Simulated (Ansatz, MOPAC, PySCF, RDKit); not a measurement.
Noncovalent pair: HF (SMILES F) (first 2 atoms) with Cl2 (SMILES ClCl); geometry from B3LYP-D3(BJ)/def2-TZVP, rigid monomers moved along the line of their centres of mass till H2···Cl4 is 2.10 Å.
(charge 0, multiplicity 1):
```xyz
4

F      0.4549     0.3837     0.1123
H      0.3388    -0.0612     0.9201
Cl    -0.3246     0.5373     3.7930
Cl     0.0869    -1.1172     2.7221
```

Interaction energies are E(AB) − E(A) − E(B) at the monomers' geometry in the complex; basis-set methods are counterpoise corrected. Rows marked so take none. RDKit's UFF carries no charges.

Rows in STO-3G carry no dispersion term and start afresh at each structure. The state that PM6 reach isn't checked.

Programs: Ansatz (Gaussian orbitals); MOPAC for PM6 (differences of heats of formation); PySCF for STO-3G rows, the dispersion terms; RDKit for the force fields. 

### Question
One of these levels gives 108.2 kJ/mol for the interaction energy. Name it.
(A) PM6
(B) HF/STO-3G (no counterpoise)
(C) UFF
(D) PBE-D3(BJ)/def2-TZVPPD

### Answer
C, UFF. The others give 6.1 (PM6), 13.7 (HF/STO-3G (no counterpoise)), -9.1 (PBE-D3(BJ)/def2-TZVPPD)

Ansatz is an electronic-structure program.
